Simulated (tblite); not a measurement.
C3H12GeN2.
Bonds: C1–C2, C2–C3, C2–Ge4, Ge4–N5, Ge4–N6. Hydrogens: H7, H8, H9 on C1; H10 on C2; H11, H12, H13 on C3; H14 on Ge4; H15, H16 on N5; H17, H18 on N6.

Computed with GFN2-xTB (tblite), gas phase: L-BFGS steps from a force-field or distance-geometry start until the largest atomic force falls under 0.01 eV/Å.

Geometry at step 20:
```
atom  x, y, z in Å
C1      0.9294    1.3594    0.5280
C2      0.9137    0.1344   -0.3876
C3      1.8208   -0.9687    0.1382
Ge4    -0.9791   -0.5510   -0.6360
N5     -1.6881   -1.1355    0.9587
N6     -1.9886    0.7644   -1.3776
H7      1.8908    1.4472    1.0271
H8      0.1636    1.3067    1.3058
H9      0.7741    2.2625   -0.0546
H10     1.2664    0.4256   -1.3816
H11     1.7120   -1.8593   -0.4783
H12     2.8556   -0.6317    0.1194
H13     1.5608   -1.2289    1.1624
H14    -1.1382   -1.7372   -1.5516
H15    -1.0052   -1.4257    1.6444
H16    -2.3323   -0.5030    1.4094
H17    -1.7768    1.7115   -1.1020
H18    -2.9877    0.6357   -1.3358
```

Q: Give the atomic forces at this geometry.

A: 
```json
{"atom": "C1", "Fx (eV/Å)": "0.055", "Fy (eV/Å)": "-0.051", "Fz (eV/Å)": "-0.083"}
{"atom": "C2", "Fx (eV/Å)": "-0.275", "Fy (eV/Å)": "-0.022", "Fz (eV/Å)": "-0.119"}
{"atom": "C3", "Fx (eV/Å)": "-0.109", "Fy (eV/Å)": "0.081", "Fz (eV/Å)": "-0.038"}
{"atom": "Ge4", "Fx (eV/Å)": "0.203", "Fy (eV/Å)": "0.072", "Fz (eV/Å)": "0.168"}
{"atom": "N5", "Fx (eV/Å)": "-0.022", "Fy (eV/Å)": "0.019", "Fz (eV/Å)": "-0.004"}
{"atom": "N6", "Fx (eV/Å)": "-0.036", "Fy (eV/Å)": "0.010", "Fz (eV/Å)": "-0.040"}
{"atom": "H7", "Fx (eV/Å)": "0.104", "Fy (eV/Å)": "0.034", "Fz (eV/Å)": "0.007"}
{"atom": "H8", "Fx (eV/Å)": "0.044", "Fy (eV/Å)": "-0.052", "Fz (eV/Å)": "-0.066"}
{"atom": "H9", "Fx (eV/Å)": "-0.113", "Fy (eV/Å)": "0.086", "Fz (eV/Å)": "0.032"}
{"atom": "H10", "Fx (eV/Å)": "0.063", "Fy (eV/Å)": "-0.010", "Fz (eV/Å)": "0.107"}
{"atom": "H11", "Fx (eV/Å)": "0.118", "Fy (eV/Å)": "-0.028", "Fz (eV/Å)": "0.011"}
{"atom": "H12", "Fx (eV/Å)": "0.064", "Fy (eV/Å)": "-0.110", "Fz (eV/Å)": "0.011"}
{"atom": "H13", "Fx (eV/Å)": "-0.006", "Fy (eV/Å)": "-0.007", "Fz (eV/Å)": "0.021"}
{"atom": "H14", "Fx (eV/Å)": "0.082", "Fy (eV/Å)": "-0.027", "Fz (eV/Å)": "-0.069"}
{"atom": "H15", "Fx (eV/Å)": "-0.085", "Fy (eV/Å)": "-0.031", "Fz (eV/Å)": "-0.012"}
{"atom": "H16", "Fx (eV/Å)": "-0.013", "Fy (eV/Å)": "0.015", "Fz (eV/Å)": "0.070"}
{"atom": "H17", "Fx (eV/Å)": "-0.009", "Fy (eV/Å)": "0.022", "Fz (eV/Å)": "0.027"}
{"atom": "H18", "Fx (eV/Å)": "-0.064", "Fy (eV/Å)": "0.000", "Fz (eV/Å)": "-0.023"}
```

The largest, 0.30 eV/Å, acts on C2; the rms over all components is 0.077 eV/Å. The forces sum to zero within rounding, as they must for an isolated molecule in no field.

Q: Give the force on C2 in Eh/bohr and in nN.

A: 0.300 eV/Å ÷ 51.422 = 0.00584 Eh/bohr, and 0.300 eV/Å × 1.602 = 0.48 nN.

Q: How far is this geometry from the end of the optimisation?

A: 0.119 eV above it, and 0.298 Å rms away after alignment. The bonds farthest from their final lengths, with half the difference of the two atoms' forces along the bond (positive lengthens):

```tsv
bond	now (Å)	final (Å)	force along bond (eV/Å)
C2–Ge4	2.028	2.018	-0.26
C1–C2	1.529	1.522	0.00
Ge4–N6	1.816	1.821	+0.09
Ge4–H14	1.507	1.511	+0.12
C1–H7	1.087	1.090	+0.05
C1–H9	1.086	1.089	+0.04
```

The angle farthest from its final value is C2–Ge4–N5, 111.1° against 117.2°.

What follows is the cost of the whole relaxation. On an Intel Xeon Platinum 8488C with one thread, shared host with 96 logical CPUs at a one-minute load of 40, this took 0.57 s wall.
